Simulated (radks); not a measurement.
Species: Ho+. Configuration: [Xe] 4f11 6s1. All-electron calculation, Dirac Kohn-Sham, LDA (Slater exchange, Perdew-Wang correlation), spin-unpolarised, spherical densities, point nucleus; open shells are shared between the two j in proportion to 2j + 1; speed of light set to 171.295 atomic units (1.25 times the physical value, a model run). Program: a radial shooting solver on a logarithmic mesh with Libxc functionals. Some entries of the table are withheld. Estimate them.

| orbital | occ. | eigenvalue (hartree) | r(max) (bohr) |
|---|---|---|---|
| 1s1/2 | 2 | -1983.467 | 0.01383 |
| 2s1/2 | 2 | -326.9012 | 0.07756 |
| 2p1/2 | 2 | -311.5118 | 0.05909 |
| 2p3/2 | 4 | -292.5440 | 0.06290 |
| 3s1/2 | 2 | -72.99160 | 0.2177 |
| 3p1/2 | 2 | -66.16161 | 0.2051 |
| 3p3/2 | 4 | -62.21793 | 0.2131 |
| 3d3/2 | 4 | -50.07892 | 0.1686 |
| 3d5/2 | 6 | -49.16210 | 0.1709 |
| 4s1/2 | 2 | -14.42920 | (1) |
| 4p1/2 | 2 | -11.71352 | 0.4995 |
| 4p3/2 | 4 | -10.83033 | 0.5167 |
| 4d3/2 | 4 | -6.19956 | 0.5202 |
| 4d5/2 | 6 | -6.02869 | 0.5259 |
| 5s1/2 | 2 | -1.98178 | 1.168 |
| 5p1/2 | 2 | -1.25664 | 1.278 |
| 5p3/2 | 4 | -1.14649 | 1.332 |
| 4f5/2 | 4.71429 | (2) | 0.5174 |
| 4f7/2 | 6.28571 | (3) | 0.5209 |
| 6s1/2 | 1 | -0.32875 | 3.259 |

Answer. 
(1) 4s1/2 r(max) (bohr): 0.4966
(2) 4f5/2 eigenvalue (hartree): -0.42676
(3) 4f7/2 eigenvalue (hartree): -0.40289
